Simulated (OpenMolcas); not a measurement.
**OpenMolcas run: Zn I**

Input:

```
&GATEWAY
Coord
1

Zn 0.0 0.0 0.0
Basis=ANO-RCC-VQZP
Group=XYZ
NoMove
AngMom=0.0 0.0 0.0
AMFI
&SEWARD
Relativistic=R04O02
&RASSCF
FileOrb=start.orb
Symmetry=1
Spin=3
nActEl=2 0 0
Inactive=8 6
Ras2=1 3
CIRoot=3 3 1
SDav=3
CIMx=300
Iter=120 100
PrWF=0.3
OrbListing=Nothing
MaxOrb=0
Atom
>>> COPY $Project.JobIph JOB001
&RASSCF
FileOrb=start.orb
Symmetry=1
Spin=1
nActEl=2 0 0
Inactive=8 6
Ras2=1 3
CIRoot=1 1 1
SDav=7
CIMx=300
Iter=120 100
PrWF=0.3
OrbListing=Nothing
MaxOrb=0
Atom
>>> COPY $Project.JobIph JOB002
&RASSCF
FileOrb=start.orb
Symmetry=2
Spin=3
nActEl=2 0 0
Inactive=8 6
Ras2=1 3
CIRoot=3 3 1
SDav=3
CIMx=300
Iter=120 100
PrWF=0.3
OrbListing=Nothing
MaxOrb=0
Atom
>>> COPY $Project.JobIph JOB003
&RASSI
NrOfJobIphs=2 1 3
1
1 2 3
IphNames
JOB002
JOB003
EJob
SpinOrbit
DIPRint=1.0
SOCoupling=1000.0
Subsets=2
MEES
Property=10
'ANGMOM' 1 'ANGMOM' 2 'ANGMOM' 3 'MLTPL  1' 1 'MLTPL  1' 2 'MLTPL  1' 3
'AMFI' 1 'AMFI' 2 'AMFI' 3 'MLTPL  2' 6
SOProperty=3
'ANGMOM' 1 'ANGMOM' 2 'ANGMOM' 3
```

Launched by
```bash
OMP_NUM_THREADS=1 MOLCAS_MEM=2252 MOLCAS_PROJECT=a pymolcas a.inp > a.log  # once for each step of the input, in one work folder
```

A driver script runs the steps one by one and writes start.orb anew before each from the orbitals found so far.

Output, cut to the results:

```
--- SEWARD ---
Basis set label: ZN.ANO-RCC...7S6P4D3F2G1H.

      Electronic valence basis set:
      ------------------
      Associated Effective Charge  30.000000 au
      Associated Actual Charge     30.000000 au
      Nuclear Model: Point charge

      Shell  nPrim  nBasis  Cartesian Spherical Contaminant
         s      21       7        X
         p      15       6        X
         d      10       4                 X
         f       6       3                 X
         g       4       2                 X
         h       2       1                 X
Relativistic=R04O02
                  Relativistic Douglas-Kroll-Hess integrals:
                    - DKH order of Hamiltonian: 4
                    - DKH order of Properties : 2
--- RASSCF ---
Wave function specifications:
      -----------------------------

      Number of closed shell electrons          28
      Number of electrons in active shells       2
      Max number of holes in RAS1 space          0
      Max nr of electrons in RAS3 space          0
      Number of inactive orbitals               14
      Number of active orbitals                  4
      Number of secondary orbitals              77
      Spin quantum number                      1.0
      State symmetry                             1
Orbital specifications:
      -----------------------

      Symmetry species                           1   2
                                                ag  au
      Frozen orbitals                            0   0
      Inactive orbitals                          8   6
      Active orbitals                            1   3
      RAS1 orbitals                              0   0
      RAS2 orbitals                              1   3
      RAS3 orbitals                              0   0
      Secondary orbitals                        36  41
      Deleted orbitals                           0   0
      Number of basis functions                 45  50
      Number of CSFs                             3
      Number of root(s) required                 3
      Iter CI   SX   CI       RASSCF       Energy    max ROT     max BLB   max BLB  Level Ln srch  Step   QN
          iter iter root      energy       change     param      element    value   shift minimum  type update
 Nr of preliminary CI iterations:   1
 ###############################################################################
 ###############################################################################
 ###                                                                         ###
 ###                                                                         ###
 ###    WARNING: Problems in orbital optimization.                           ###
 ###                                                                         ###
 ###                                                                         ###
 ###############################################################################
 ###############################################################################
  Warning: In symmetry  1, orbital p=   9 has diagonal density matrix element D(p,p) close to zero. D(p,p)=  0.000000E+00
      Total energies have been shifted. Add                -1000.00 au
        ...
 ###############################################################################
 ###############################################################################
  Warning: In symmetry  1, orbital p=   9 has diagonal density matrix element D(p,p) close to zero. D(p,p)=  0.000000E+00
        4   1    2    0  -794.00023889    9.09E-13   1.45E-08    8  23 1 -1.76E-07   0.50   0.00    SX    NO
      Convergence after  4 iterations
        5   1    2    0  -794.00023889    1.36E-12   1.45E-08    8  18 1 -1.42E-07   0.50   0.00    SX    NO
      Natural orbitals and occupation numbers for root  1
      sym 1:   0.000000
      sym 2:  -0.000000   1.000000   1.000000
      Natural orbitals and occupation numbers for root  2
      sym 1:   0.000000
      sym 2:   1.000000   1.000000   0.000000
      Natural orbitals and occupation numbers for root  3
      sym 1:   0.000000
      sym 2:   1.000000   0.000000   1.000000
::    RASSCF root number  1 Total energy:  -1794.00023889
::    RASSCF root number  2 Total energy:  -1794.00023889
::    RASSCF root number  3 Total energy:  -1794.00023889
--- RASSCF ---
Wave function specifications:
      -----------------------------

      Number of closed shell electrons          28
...
--- RASSI ---
SPIN-FREE ENERGIES:
  (Shifted by EMIN (a.u.) =      -1794.3440268667)

 SF State       Relative EMIN(au)   Rel lowest level(eV)    D:o, cm**(-1)      L_eff

     1             0.0000000000        0.0000000000              0.0000         0.0
     2             0.1341251097        3.6497301647          29437.0590         1.0
     3             0.1341251097        3.6497301647          29437.0590         1.0
     4             0.1341251097        3.6497301647          29437.0590         1.0
     Dipole printing threshold changed to   1.00000000E+00

++ Dipole transition strengths (spin-free states):
   -----------------------------------------------
     for osc. strength at least  1.00000000E+00

  ( Max oscillator strength is only    0.0000000000000000      )
--
Eigenvalues of complex Hamiltonian:
   -----------------------------------
  (Shifted by EMIN (a.u.) =      -1794.3440268667)

 SO State       Relative EMIN(au)   Rel lowest level(eV)    D:o, cm**(-1)     J-value

     1             0.0000000000        0.0000000000              0.0000         0.0
     2             0.1326886614        3.6106424161          29121.7950         0.0
     3             0.1334068855        3.6301862904          29279.4270         0.6
     4             0.1334068855        3.6301862904          29279.4270         0.9
     5             0.1334068855        3.6301862904          29279.4270         0.8
     6             0.1348433338        3.6692740390          29594.6910         1.1
     7             0.1348433338        3.6692740390          29594.6910         1.8
     8             0.1348433338        3.6692740390          29594.6910         1.4
     9             0.1348433338        3.6692740390          29594.6910         1.7
    10             0.1348433338        3.6692740390          29594.6910         1.7
Weights of the five most important spin-orbit-free states for each spin-orbit state.

...
```

The J values that RASSI prints are effective ones from its own formula and need not be integers or half-integers; the table below assigns J from the states.

Levels above the lowest, from the spin-orbit matrix, grouped by J:

```
Configuration  Term  J  E (cm-1)  Measured (cm-1)      g  Term weight %
          4s2    1S  0       0.0              0.0                   100
        4s 4p   3P*  0     29122            32311                   100
        4s 4p   3P*  1     29279            32501  1.501            100
        4s 4p   3P*  2     29595            32890  1.501            100
```

Against the 3 measured excited levels shown (NIST Handbook of Basic Atomic Spectroscopic Data) the mean absolute deviation is 3200 cm-1; the largest miss in energy is 4s 4p 3P* 2: computed 29595, measured 32890 cm-1 (-10.0 %).

Some high roots are left out of the spin-orbit mixing, which shifts the levels that they would mix with. Without dynamic correlation excited terms often stand tens of per cent too high (terms of higher spin than the ground term too low), and those without a measured partner can miss by more than the paired ones. Computed and measured levels are paired by configuration, term and J; levels that our copy of the source lacks, or whose pairing is in doubt (as where it misses far off the trend of its configuration), stay unpaired and out of the deviations. Only configurations of the active space appear. The first state left out of the spin-orbit step lies near 54000 cm-1 above the lowest spin-free state of the reference (among the parities and spins computed), and the list stops at four fifths of that energy or lower.

The RASSCF and RASSI steps took 16 s on 1 thread of Intel(R) Xeon(R) 6975P-C (Granite Rapids), with other jobs on the host; the integral step is not counted.

The term weight is that of the spin-free term in the level, not the purity of its configuration. * marks odd parity.
